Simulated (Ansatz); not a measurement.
Basis-set extrapolation for `C[Si](F)(P)Cl` (PBE0-D4/def2-TZVP geometry, frozen core, the Gaussian-basis code of Ansatz). Multiplicity 1, RHF reference.

|  | def2-TZVPP | def2-QZVPP |
| --- | --- | --- |
| HF | -1229.632291 | -1229.670681 |
| MP2 correlation | -0.889417 | -0.967117 |
| CCSD(T) correlation | -0.981074 | not run |

Energies in hartree. Use E(X) = E(∞) + A·exp(−7.88·√X) for Hartree–Fock and E(X) = E(∞) + B·X^(−2.97) for correlation, with X = 3 and 4, and add CCSD(T) minus MP2 of the smaller set to the MP2 limit.

**Question.** What is the CCSD(T) energy at the basis-set limit?

**Answer.** HF limit: -1229.670681 + (-0.038390) × 0.13774 = -1229.67597. MP2 limit: -0.967117 + (-0.077700) × 0.74074 = -1.02467. Higher-order term: -0.981074 − (-0.889417) = -0.09166. Total: -1230.79230 hartree, 469.8 kJ/mol below CCSD(T)/def2-TZVPP.
